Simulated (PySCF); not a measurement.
# Bond curve of InCl

Set-up: In aug-cc-pVDZ-PP with ECP28, Cl aug-cc-pV(D+d)Z; scalar-relativistic core potentials (PySCF 2.14). Energies in eV from In + Cl in their ground configurations at the same level. State: ¹Σ⁺ (singlet), closed shell.

All columns are r²SCAN. A positive dipole means In(−)Cl(+).

| R (Å) | E (eV) | μ (D) | Mulliken charge on In (basis-dependent) | HOMO (eV) | LUMO (eV) | Mayer bond order | ⟨S²⟩ |
| --- | --- | --- | --- | --- | --- | --- | --- |
| 2.110 | -3.789 | -1.21 | 0.50 | -6.12 | -1.92 | 0.85 | 0.00 |
| 2.209 | -4.275 | -1.91 | 0.54 | -6.32 | -2.04 | 0.81 | 0.00 |
| 2.307 | -4.535 | -2.63 | 0.57 | -6.49 | -2.16 | 0.78 | 0.00 |
| 2.380 | -4.624 | -3.16 | 0.59 | -6.59 | -2.26 | 0.76 | 0.00 |
| 2.454 | -4.647 | -3.69 | 0.61 | -6.67 | -2.35 | 0.74 | 0.00 |
| 2.528 | -4.621 | -4.21 | 0.62 | -6.71 | -2.44 | 0.73 | 0.00 |
| 2.626 | -4.530 | -4.90 | 0.63 | -6.73 | -2.57 | 0.72 | 0.00 |
| 2.748 | -4.358 | -5.73 | 0.64 | -6.49 | -2.72 | 0.70 | 0.00 |
| 2.896 | -4.104 | -6.69 | 0.66 | -6.18 | -2.90 | 0.68 | 0.00 |
| 3.092 | -3.737 | -7.91 | 0.67 | -5.83 | -3.13 | 0.65 | 0.00 |

A fit through these points gives, at Re = 2.448 Å, μ = -3.65 D and dμ/dR = -7.15 D/Å; the reduced mass is 26.81 u.

Problem. How strong is the fundamental in the double-harmonic approximation, I = 42.26·(dμ/dR)²/μred km/mol?

Solution. I = 42.26·(-7.15)²/26.81 = 80.6 km/mol at r²SCAN.

These are scalar-relativistic numbers at best; spin–orbit coupling would shift them, the dissociation energy most.
